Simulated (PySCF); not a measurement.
Relaxation of doublet ReH4

Level of theory: UPBE0 in PySCF with Re def2-TZVP with ECP60, H def2-TZVP; scalar-relativistic core potentials, no spin–orbit coupling; density-fitted integrals. A (50,194) grid was used.

A start displaced from a saddle point along its imaginary mode, of C2v symmetry, held to at least that symmetry:

```xyz
5
charge 0 multiplicity 2, angstrom
Re    0.0000    0.0000   -0.0196
H     0.1200    1.3254    0.9095
H    -0.1200   -1.3254    0.9095
H     1.3254    0.1200    0.9095
H    -1.3254   -0.1200    0.9095
```

Optimiser trace:
```tsv
step	E − E(last) (kJ/mol)	largest gradient (Eh/bohr)
0	1.29	0.00880
1	0.46	0.00349
2	0.05	0.00162
3	0.03	0.00126
4	0.01	0.00024
5	0.00	0.00019
```

It ends at C2v with Re–H 1.619 Å (×4); H–Re–H 67.0° (×2), H–Re–H 75.9° (×2), H–Re–H 111.4° (×2) (after a last refinement on a finer grid). A frequency run shows a minimum. Other isomers or separated fragments may lie lower.

Final geometry:
Z-matrix (Å, degrees; charge 0 multiplicity 2):
```
Re
H  1 1.6190
H  1 1.6190 2 111.41
H  1 1.6190 2 67.01 3 -63.16
H  1 1.6190 2 75.85 3 57.90
```

With open d or f shells other occupations or spin states may lie lower. With an element this heavy the missing spin–orbit coupling can shift these numbers.

The relaxation took about 25 core-seconds on a shared host.
